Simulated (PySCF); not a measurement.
**Working out the ionisation energy of Fe**

Fe [Ar] 3d6 4s2 (5D) → Fe⁺ [Ar] 3d6 4s1 (6D). Computed with PySCF 2.14 in dyall-av2z (16s12p7d2f, 101 functions), with no relativity, point nucleus. Frozen: [Ar]; the 25 highest virtual orbitals dropped. Energies in hartree (1 hartree = 27.21139 eV):

```json
{"part": "UHF", "Fe (lower)": "-1262.436467", "Fe⁺ (upper)": "-1262.202430"}
{"part": "CCSD correlation", "Fe (lower)": "-0.176579", "Fe⁺ (upper)": "-0.131887"}
{"part": "(T)", "Fe (lower)": "-0.005857", "Fe⁺ (upper)": "-0.002676"}
```

Question: What does Hartree-Fock give?

Answer: (-1262.202430) − (-1262.436467) = 0.234037 hartree = 6.368 eV.

Question: What do CCSD and CCSD(T) give?

Answer: The CCSD correlation energies differ by 0.044692 hartree = 1.216 eV and the triples by 0.003181 hartree = 0.087 eV, so CCSD gives 7.584 eV and CCSD(T) 7.671 eV.

Measured between the centres of the two terms (NIST): 7.904 eV, so CCSD(T) (valence) is off by -0.233 eV.

The calculation is non-relativistic.

A double-zeta basis recovers only part of the correlation energy.

What remains against the reference includes basis incompleteness, the frozen core and higher excitations.
